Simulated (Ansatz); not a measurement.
The same molecule with X = Mg, Zn, Cd. Ansatz, PBE0-D4/def2-TZVP geometries, multiplicity 1. Each molecule was computed in one conformer, which needn't be the lowest.

Elements past krypton have def2 core potentials. Scalar relativity is left out up to krypton.

| X | molecule | mean X–F bond length / Å | mean X–O bond length / Å | HOMO–LUMO gap (ωB97M-V/def2-TZVPP) / eV | HOMO energy (B3LYP/def2-TZVPP) / eV | HOMO energy (ωB97M-V/def2-TZVPP) / eV |
| --- | --- | --- | --- | --- | --- | --- |
| Zn | `C[O][Zn][F]` | 1.739 | 1.757 | 10.54 | -7.62 | -10.24 |
| Cd | `C[O][Cd][F]` | 1.929 | 1.954 | 9.87 | -7.39 | -9.96 |

Problem. Give the row for X = Mg, `C[O][Mg][F]`. (An estimate is asked.)

Solution. Computed: 
| X | molecule | mean X–F bond length / Å | mean X–O bond length / Å | HOMO–LUMO gap (ωB97M-V/def2-TZVPP) / eV | HOMO energy (B3LYP/def2-TZVPP) / eV | HOMO energy (ωB97M-V/def2-TZVPP) / eV |
| --- | --- | --- | --- | --- | --- | --- |
| Mg | `C[O][Mg][F]` | 1.751 | 1.751 | 9.71 | -7.19 | -9.84 |

From Mg to Cd the mean X–F bond length isn't monotonic: highest at Cd, lowest at Zn; the mean X–O bond length rises at each step, by 0.203 Å in all; the HOMO–LUMO gap (ωB97M-V/def2-TZVPP) isn't monotonic: highest at Zn, lowest at Mg; the HOMO energy (B3LYP/def2-TZVPP) isn't monotonic: highest at Mg, lowest at Zn; the HOMO energy (ωB97M-V/def2-TZVPP) isn't monotonic: highest at Mg, lowest at Zn. Bonds lengthen as the atom grows down the group.

B3LYP here is the variant with VWN-RPA as its local correlation; programs differ in this.
